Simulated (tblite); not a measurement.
Compound: C₇H₉F (charge +1 and doublet state).
SMILES with atom numbers: `[CH3:1][C@H:2]1[CH:3]=[C:4]([F:5])[CH2:6][CH:7][CH+:8]1` (hydrogens: H9, H10, H11 on C1; H12 on C2; H13 on C3; H14, H15 on C6; H16 on C7; H17 on C8)
Bond orders are those of one Lewis drawing.

Computed with GFN2-xTB (tblite), gas phase: L-BFGS steps from a force-field or distance-geometry start until the largest atomic force falls under 0.01 eV/Å.

The end geometry, which sets the zero of energy:
```
atom  x, y, z in Å
C1      2.2071    0.4374   -0.2586
C2      0.8963   -0.2373    0.2037
C3      0.0232    0.6591    0.9787
C4     -1.3116    0.7116    0.7556
F5     -2.0704    1.5190    1.4737
C6     -2.0098   -0.0703   -0.2805
C7     -1.1157   -0.9263   -1.0827
C8      0.2112   -1.0006   -0.8608
H9      1.9690    1.2160   -0.9800
H10     2.7260    0.8870    0.5825
H11     2.8644   -0.2876   -0.7286
H12     1.2704   -0.9972    0.9243
H13     0.4687    1.2939    1.7317
H14    -2.5844    0.6062   -0.9362
H15    -2.8129   -0.6722    0.1797
H16    -1.5707   -1.4918   -1.8830
H17     0.8322   -1.6348   -1.4764
```

Task: These geometries come from the run, each turned onto the end geometry. Order them by energy, lowest first.
A.
```
atom  x, y, z in Å
C1      2.1298    0.4860   -0.3101
C2      0.9070   -0.2944    0.2547
C3      0.0288    0.5726    1.0540
C4     -1.2907    0.6921    0.7734
F5     -2.0437    1.5095    1.4858
C6     -1.9692   -0.0149   -0.3263
C7     -1.0949   -0.9470   -1.0628
C8      0.2188   -1.0780   -0.7908
H9      1.7782    1.2241   -1.0282
H10     2.6581    0.9942    0.4916
H11     2.8084   -0.2028   -0.8047
H12     1.3965   -1.0080    0.9451
H13     0.4604    1.1539    1.8565
H14    -2.4091    0.7244   -1.0197
H15    -2.8665   -0.5306    0.0545
H16    -1.5498   -1.5123   -1.8629
H17     0.8310   -1.7566   -1.3672
```
B.
```
atom  x, y, z in Å
C1      2.1948    0.4540   -0.2756
C2      0.8999   -0.2417    0.2073
C3      0.0247    0.6427    0.9939
C4     -1.3095    0.7004    0.7669
F5     -2.0731    1.4852    1.5050
C6     -2.0019   -0.0508   -0.2960
C7     -1.1145   -0.9358   -1.0741
C8      0.2095   -1.0246   -0.8399
H9      1.9392    1.2267   -0.9968
H10     2.7152    0.9119    0.5604
H11     2.8567   -0.2612   -0.7537
H12     1.3059   -0.9881    0.9229
H13     0.4633    1.2619    1.7643
H14    -2.5275    0.6486   -0.9705
H15    -2.8436   -0.6225    0.1312
H16    -1.5695   -1.5065   -1.8713
H17     0.8234   -1.6884   -1.4308
```
C.
```
atom  x, y, z in Å
C1      2.1156    0.4980   -0.3141
C2      0.9291   -0.3218    0.2728
C3      0.0300    0.5679    1.0521
C4     -1.2882    0.7282    0.7653
F5     -2.0000    1.5478    1.5371
C6     -1.9755    0.0037   -0.3438
C7     -1.0772   -0.9427   -1.0898
C8      0.2266   -1.1023   -0.8032
H9      1.7382    1.2272   -1.0306
H10     2.6374    1.0291    0.4742
H11     2.8129   -0.1548   -0.8280
H12     1.3743   -1.0445    0.9943
H13     0.4293    1.1312    1.8918
H14    -2.3968    0.7484   -1.0435
H15    -2.8443   -0.5393    0.0754
H16    -1.5618   -1.5308   -1.9007
H17     0.8435   -1.8330   -1.3661
```
D.
```
atom  x, y, z in Å
C1      2.1118    0.4907   -0.3117
C2      0.9073   -0.3162    0.2603
C3      0.0358    0.5590    1.0530
C4     -1.2747    0.7046    0.7614
F5     -2.0095    1.5211    1.4936
C6     -1.9532    0.0026   -0.3385
C7     -1.0871   -0.9365   -1.0710
C8      0.2197   -1.0966   -0.7861
H9      1.7331    1.2203   -1.0248
H10     2.6367    1.0214    0.4785
H11     2.8124   -0.1636   -0.8214
H12     1.3791   -1.0233    0.9646
H13     0.4467    1.1234    1.8765
H14    -2.4058    0.7277   -1.0327
H15    -2.8370   -0.5228    0.0534
H16    -1.5437   -1.5022   -1.8668
H17     0.8215   -1.7974   -1.3452
```
E.
```
atom  x, y, z in Å
C1      2.1708    0.4660   -0.2934
C2      0.9030   -0.2560    0.2254
C3      0.0245    0.6174    1.0193
C4     -1.3054    0.6940    0.7731
F5     -2.0743    1.4710    1.5134
C6     -1.9899   -0.0326   -0.3114
C7     -1.1062   -0.9438   -1.0636
C8      0.2159   -1.0411   -0.8207
H9      1.8746    1.2242   -1.0138
H10     2.7075    0.9460    0.5185
H11     2.8341   -0.2422   -0.7784
H12     1.3331   -0.9904    0.9382
H13     0.4622    1.2121    1.8085
H14    -2.4598    0.6899   -1.0050
H15    -2.8685   -0.5683    0.0878
H16    -1.5631   -1.5289   -1.8481
H17     0.8345   -1.7054   -1.4067
```

Result: B (0.002 eV), E (0.006 eV), A (0.011 eV), D (0.024 eV), C (0.124 eV).

In the order of the answer:

```json
{"step": "43", "E above end (eV)": "0.002", "largest force (eV/Å)": "0.04", "rms force component (eV/Å)": "0.014", "rms distance from end (Å)": "0.042", "rms bond change (Å)": "0.001", "bond most changed (Å)": "C1–C2 +0.002"}
{"step": "34", "E above end (eV)": "0.006", "largest force (eV/Å)": "0.06", "rms force component (eV/Å)": "0.016", "rms distance from end (Å)": "0.084", "rms bond change (Å)": "0.001", "bond most changed (Å)": "C1–C2 +0.003"}
{"step": "20", "E above end (eV)": "0.011", "largest force (eV/Å)": "0.05", "rms force component (eV/Å)": "0.018", "rms distance from end (Å)": "0.133", "rms bond change (Å)": "0.003", "bond most changed (Å)": "C1–C2 +0.012"}
{"step": "5", "E above end (eV)": "0.024", "largest force (eV/Å)": "0.17", "rms force component (eV/Å)": "0.058", "rms distance from end (Å)": "0.153", "rms bond change (Å)": "0.004", "bond most changed (Å)": "C1–C2 +0.014"}
{"step": "1", "E above end (eV)": "0.124", "largest force (eV/Å)": "0.97", "rms force component (eV/Å)": "0.316", "rms distance from end (Å)": "0.158", "rms bond change (Å)": "0.016", "bond most changed (Å)": "C7–H16 +0.032"}
```

What follows is the cost of the whole relaxation. On an Intel Xeon at 2.50 GHz with one thread, shared host with 64 logical CPUs at a one-minute load of 62, this took 1.1 s wall.
